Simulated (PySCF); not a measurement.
C₇H₁₂Ge.
Z-matrix (Å and degrees, PBE0-D3(BJ)/def2-SVP geometry), rows numbered from 1:
```
C 
C   1  1.3381
C   2  1.5003  1  122.46
Ge  2  1.9528  1  120.51  3   179.11
C   4  1.9751  2  112.64  1  -105.88
C   5  1.5036  4  102.39  2   114.82
C   6  1.3418  5  120.66  4     3.19
C   7  1.5039  6  120.62  5    -0.17
H   1  1.0943  2  122.49  3   179.89
H   1  1.0977  2  121.32  3    -0.22
H   3  1.1015  2  111.93  1     1.05
H   3  1.1034  2  111.25  1   121.95
H   3  1.1032  2  111.08  1  -119.91
H   4  1.5449  2  108.90  1   128.65
H   5  1.1030  4  112.44  2    -5.27
H   5  1.1031  4  112.25  2  -125.31
H   6  1.0964  5  119.29  4  -176.88
H   7  1.0963  6  120.13  5   179.80
H   8  1.1031  4  111.73  2   127.00
H   8  1.1029  4  113.00  2     7.44
```

Computed with PySCF, PBE0-D3(BJ)/def2-SVP geometry optimisation, gas phase.

Take the most abundant isotopes and a rigid rotor. The values belong to one conformer with, in the numbering `[CH2:1]=[C:2]([CH3:3])[GeH:4]1[CH2:5][CH:6]=[CH:7][CH2:8]1`, C1–C2–Ge4–C5 -106°.

What are A, B and C (GHz)?

Ia = 187.01, Ib = 467.81, Ic = 521.63 u·Å²; 505379 MHz·u·Å²/I gives 2702, 1080 and 968.9 MHz, that is A = 2.7024, B = 1.0803, C = 0.9689 GHz.

What kind of rotor is it?

An asymmetric top. Ray's parameter κ = (2B − A − C)/(A − C) = -0.871; −1 is the prolate and +1 the oblate limit.

Is it planar, by Δ = Ic − Ia − Ib?

Not planar: Δ = Ic − Ia − Ib = -133.19 u·Å². For a rigid frame Δ = −2 Σ m c², so Σ m c² = 66.60 u·Å² lies off the ab plane: 15.65 from hydrogen and 50.95 from heavier atoms. The atom farthest from that plane is 1.95 Å away.

Give the other two planar moments, Paa and Pbb, and the rms extents of the mass along the axes.

Paa = Σ m a² = (Ib + Ic − Ia)/2 = 401.21 and Pbb = Σ m b² = (Ia + Ic − Ib)/2 = 120.41 u·Å². With the mass M = 170.02 u, the rms extents √(P/M) along a, b and c are 1.54, 0.84, 0.63 Å.

Give the coordinates in the principal-axis frame, origin at the centre of mass.

The sense of each axis is arbitrary; atoms in the order of the calculation.
```csv
atom,mass (u),a (Å),b (Å),c (Å)
C1,12.000,1.953,-1.464,-0.864
C2,12.000,1.748,-0.264,-0.308
C3,12.000,2.792,0.813,-0.311
Ge4,73.921,0.035,0.162,0.528
C5,12.000,-1.060,1.390,-0.565
C6,12.000,-2.241,0.533,-0.928
C7,12.000,-2.353,-0.715,-0.448
C8,12.000,-1.299,-1.285,0.459
H9,1.008,1.192,-2.251,-0.860
H10,1.008,2.904,-1.712,-1.353
H11,1.008,3.709,0.496,-0.831
H12,1.008,2.421,1.728,-0.803
H13,1.008,3.065,1.104,0.718
H14,1.008,0.295,0.709,1.949
H15,1.008,-0.524,1.748,-1.460
H16,1.008,-1.366,2.288,-0.003
H17,1.008,-3.014,0.939,-1.590
H18,1.008,-3.220,-1.331,-0.716
H19,1.008,-1.701,-1.517,1.460
H20,1.008,-0.888,-2.231,0.068
```

Which lines would a microwave search look for?

The dipole components are |μa| = 0.30 D, |μb| = 0.14 D, |μc| = 0.19 D. Intensities carry the squares of the components, which stand as 1.00 : 0.22 : 0.38 (a : b : c). Some lines, for components of 0.1 D or more:

```
type  branch         J(Ka,Kc)    MHz  lower level (cm⁻¹)
   a       Q  2(1,1) ← 2(1,2)    334               0.255
   c       Q  3(1,3) ← 3(0,3)   1368               0.409
   b       R  3(1,2) ← 2(2,1)   1445               0.429
   c       Q  1(1,1) ← 1(0,1)   1622               0.068
   b       Q  3(1,2) ← 3(0,3)   2036               0.409
   a       R  1(0,1) ← 0(0,0)   2049               0.000
   a       R  2(1,2) ← 1(1,1)   3987               0.122
   a       R  2(0,2) ← 1(0,1)   4093               0.068
   c       Q  3(2,2) ← 3(1,2)   4703               0.477
   b       Q  2(2,1) ← 2(1,2)   5201               0.255
   b       R  2(1,2) ← 1(0,1)   5609               0.068
   c       R  2(1,1) ← 1(0,1)   5943               0.068
   a       R  3(1,3) ← 2(1,2)   5977               0.255
   a       R  3(0,3) ← 2(0,2)   6125               0.205
   a       R  3(2,2) ← 2(2,1)   6147               0.429
   b       R  3(1,3) ← 2(0,2)   7493               0.205
   c       Q  3(3,1) ← 3(2,1)   8365               0.635
   b       R  2(2,1) ← 1(1,0)   9076               0.126
   c       R  2(2,0) ← 1(1,0)   9082               0.126
   c       R  2(2,1) ← 1(1,1)   9187               0.122
   b       R  3(2,2) ← 2(1,1)  11014               0.267
   c       R  3(2,1) ← 2(1,1)  11041               0.267
```

Estimate the classical rotational partition function at 10 K, 200 K and 298.15 K.

Point group C1, symmetry number σ = 1; q = (√π/σ)·√((kT/h)³/(ABC)), k/h = 20836.6 MHz/K: 3170 at 10 K, 284000 at 200 K, 516000 at 298.15 K.

No frequency check. These are rigid-rotor constants of the computed structure; measured ground-state constants (B0) also hold zero-point vibration. A rigid rotor knows nothing of internal rotation, which can split or shift real lines.

Hardware: one thread, Intel Xeon at 2.50 GHz (x86_64), shared host with 64 logical CPUs at a one-minute load of 64. Cost: 8.6 min wall, 7.6 min CPU, 0.86 GiB resident at most. That covers the optimisation of the geometry.
